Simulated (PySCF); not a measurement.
aminoborane (BH₄N), SMILES NB. Atoms are numbered in the order given.

```xyz
6

B      0.0000     0.0000    -0.7773
N      0.0000     0.0000     0.6103
H      0.0000    -1.0429    -1.3562
H      0.0000     1.0429    -1.3562
H      0.0000     0.8414     1.1633
H      0.0000    -0.8414     1.1633
```

Geometry optimised at B3LYP-D3(BJ)/def2-TZVP.

Calculation: PBE/pcSseg-2 (PySCF).

GIAO shieldings, no solvent; atoms alike by connectivity are averaged. δ = σ(ref) − σ: ¹¹B against BF3 (σ = 83.1 ppm); ¹⁵N against NH3 (σ = 262.8 ppm); ¹H against TMS (σ = 31.47 ppm), references at their B3LYP-D3(BJ)/def2-TZVP geometries, non-relativistic.

Computed chemical shifts:
| nucleus | atoms | count | δ (ppm) |
|---|---|---|---|
| ¹¹B | B1 | 1 | 28.4 |
| ¹⁵N | N2 | 1 | 128.0 |
| ¹H | H3, H4 | 2 | 5.03 |
| ¹H | H5, H6 | 2 | 4.70 |
